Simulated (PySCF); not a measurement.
Two species compared at the same levels of theory.

First species: C2H7PSi2.
Numbering: `[CH:1]#[C:2][SiH2:3][PH:4][SiH3:5]` (hydrogens: H6 on C1; H7, H8 on Si3; H9 on P4; H10, H11, H12 on Si5)

Second species: CH9B2P.
Z-matrix (Å and degrees, PBE0-D3(BJ)/def2-SVP geometry), rows numbered from 1:
```
B 
P   1  1.8929
B   2  2.0129  1  111.24
C   3  1.6103  2  109.64  1    63.76
H   1  1.2031  2  118.99  3   -85.81
H   1  1.2030  2  118.84  3    87.20
H   2  1.4134  1  108.04  3  -123.93
H   2  1.4157  1  107.62  3   126.16
H   3  1.2252  2  100.58  1   -59.76
H   3  1.2268  2   98.34  1  -174.21
H   4  1.1031  3  114.03  2    57.24
H   4  1.1034  3  107.70  2   174.80
H   4  1.1025  3  114.25  2   -67.27
```

Levels: PBE0/def2-SVPD for dipole moment, HOMO energy, LUMO energy, HOMO–LUMO gap, static isotropic polarisability and electronic spatial extent ⟨r²⟩ about the centre of nuclear charge; TDDFT PBE0/def2-SVPD for lowest singlet excitation; TDA PBE0/def2-SVPD for lowest triplet excitation (Tamm–Dancoff); ΔSCF PBE0/def2-SVPD for vertical ionisation energy; PBE0-D3(BJ)/def2-SVP for rotational constant A and rotational constant C. Geometries: PBE0-D3(BJ)/def2-SVP. Each species is one conformer at its optimised geometry, gas phase, non-relativistic unless stated; the electronic structure was computed with PySCF and density fitting.

Dipoles, sizes and rotational constants follow the conformer. The torsions of the flexible species, by atom-mapped SMILES:
- `[CH:1]#[C:2][SiH2:3][PH:4][SiH3:5]`: C2–Si3–P4–Si5 -44°
- `[BH2:1][PH2+:2][BH2-:3][CH3:4]`: B1–P2–B3–C4 64°

(1) Which of the two has the higher rotational constant C, and by how much?

(2) Which of the two has the higher dipole moment, and by how much?

(3) Which has the higher static isotropic polarisability?

(4) Which has the higher rotational constant A?

(5) Which has the higher T1 energy?

(6) Which has the higher S1 energy?

(7) Which of the two has the higher ⟨r²⟩, and by how much?

(8) Which of the two has the higher vertical ionisation energy, and by how much?

Results:

(1) The second: 2.772 GHz against 1.164 GHz, a difference of 1.608 GHz.

(2) The second: 3.71 D against 1.18 D, a difference of 2.53 D.

(3) The first: 106.9 au against 76.4 au, a difference of 30.5 au.

(4) The second: 8.559 GHz against 3.000 GHz, a difference of 5.559 GHz.

(5) The first: 4.66 eV against 3.31 eV, a difference of 1.35 eV.

(6) The first: 5.69 eV against 4.02 eV, a difference of 1.67 eV.

(7) The first: 1030 bohr² against 517 bohr², a difference of 513 bohr².

(8) The second: 9.94 eV against 9.19 eV, a difference of 0.75 eV.

On the first: The dipole matches unit charges of opposite sign 0.25 Å apart (1 e·Å = 4.8032 D). The vertical singlet–triplet gap S1 − T1 is 1.03 eV (TDDFT singlet less Tamm–Dancoff triplet; S1: HOMO→LUMO+1, weight 0.52; T1: HOMO→LUMO, weight 0.35, beside HOMO−1→LUMO, weight 0.20).

On the second: The dipole matches unit charges of opposite sign 0.77 Å apart (1 e·Å = 4.8032 D). The 10 singlets span 4.02 to 7.24 eV, and their oscillator strengths add up to 0.19.
